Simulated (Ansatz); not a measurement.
Group exchange: H2O + C2HFI2 → HOI + C2H2FI

Gas-phase species: H2O (water) `O`, singlet; C2HFI2 `F/C(I)=C\I`, singlet; HOI (hypoiodous acid) `OI`, singlet; C2H2FI `C=C(F)I`, singlet. The partners trade H for I: O–H and C–I bonds give way to O–I and C–H.

Shapes, held fixed at every level: PBE0-D4/def2-TZVP. Programs: Ansatz 0.2.0. The zero-point and thermal change to 298 K, harmonic and unscaled (PBE0-D4/def2-TZVP), is -0.9 kJ/mol.

Problem. Estimate ΔH(298 K) of this reaction.

Solution. The highest level, CCSD(T)/def2-TZVPP, gives ΔH(298 K) = +102.8 kJ/mol; the levels span +90.7 to +119.1. The column of differences is taken from that level and isn't an error. No measured value is set beside it here. For atoms past krypton def2 sets carry core potentials with scalar relativity. Outer-core shells of I are correlated, in sets that cover them unevenly.

```csv
level,kind,ΔH(298 K) (kJ/mol),less CCSD(T)/def2-TZVPP
BHLYP-D4/def2-TZVPP,global hybrid,+97.2,-5.6
PBE0-D4/def2-TZVPP,global hybrid,+100.3,-2.5
r2SCAN0-D4/def2-TZVPP,global hybrid,+102.7,-0.1
wB97M-V/def2-TZVPP,range-separated hybrid,+92.7,-10.1
wB97X-V/def2-TZVPP,range-separated hybrid,+90.7,-12.1
MP2/def2-TZVPP,perturbation theory,+119.1,+16.3
CCSD/def2-SVP,coupled cluster or CI,+102.1,-0.7
CCSD(T)/def2-TZVPP,coupled cluster or CI,+102.8,0.0
```
